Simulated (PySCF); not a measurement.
# Working out the excitation energy of Li

Li [He] 2s1 (2S) → Li [He] 2p1 (2P). Calculation: PySCF 2.14, in aug-cc-pCVDZ (5s4p2d, 27 functions); no relativity, point nucleus. Frozen: nothing. Energies in hartree (1 hartree = 27.21139 eV):

| part | Li (lower) | Li (upper) |
| --- | --- | --- |
| UHF | -7.432446 | -7.364630 |
| MP2 opposite-spin | -0.028838 | -0.028695 |
| MP2 same-spin | -0.000198 | -0.000237 |

Question: What does Hartree-Fock give?

Answer: (-7.364630) − (-7.432446) = 0.067816 hartree = 1.845 eV.

Question: What do MP2 and SCS-MP2 (6/5 opposite-spin, 1/3 same-spin) give?

Answer: The opposite-spin parts differ by 0.004 eV and the same-spin parts by -0.001 eV. MP2: 1.845 + (0.004) + (-0.001) = 1.848 eV. SCS-MP2: 1.845 + 1.2 × (0.004) + (-0.001)/3 = 1.849 eV.

Measured between the centres of the two terms (NIST): 1.848 eV, so MP2 (valence and next inner shell) is off by 0.000 eV.

A double-zeta basis recovers only part of the correlation energy.

What remains against the reference includes basis incompleteness and correlation beyond second order.
